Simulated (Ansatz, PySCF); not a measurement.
Series GeXY, Y = fluoro, computed as singlets and as triplets. Isolated molecules, 0 K electronic values unless said otherwise. One relaxed conformer stands for each flexible species; it need not be the lowest. Strings in code marks are SMILES.

Quantity: adiabatic spin-state energy, in eV.

Level 1: B3LYP/cc-pVTZ // B3LYP-D3(BJ)/def2-TZVP (Ansatz, an electronic-structure program)
Level 2: BLYP/cc-pVTZ // B3LYP-D3(BJ)/def2-TZVP (Ansatz)
Level 3: PBE-D3(BJ)/def2-TZVP // B3LYP-D3(BJ)/def2-TZVP (PySCF)
Level 4: r2SCAN/cc-pVTZ // B3LYP-D3(BJ)/def2-TZVP (Ansatz)

```csv
species,level 2,level 3,level 4
`[F][Ge][SH]`: multiplicity 3 minus multiplicity 1,2.64,2.52,2.39
`[F][Ge][Cl]`: multiplicity 3 minus multiplicity 1,3.20,3.04,2.88
`C=[CH][Ge][F]`: multiplicity 3 minus multiplicity 1,2.05,1.89,1.75
`[F][Ge][AlH2]`: multiplicity 3 minus multiplicity 1,0.49,0.339,0.153
`[F][GeH]`: multiplicity 3 minus multiplicity 1,2.04,1.87,1.66
```

Q: What does level 1 give for each?

A: 
- `[F][Ge][SH]`: multiplicity 3 minus multiplicity 1: 2.62
- `[F][Ge][Cl]`: multiplicity 3 minus multiplicity 1: 3.16
- `C=[CH][Ge][F]`: multiplicity 3 minus multiplicity 1: 2.08
- `[F][Ge][AlH2]`: multiplicity 3 minus multiplicity 1: 0.47
- `[F][GeH]`: multiplicity 3 minus multiplicity 1: 1.99
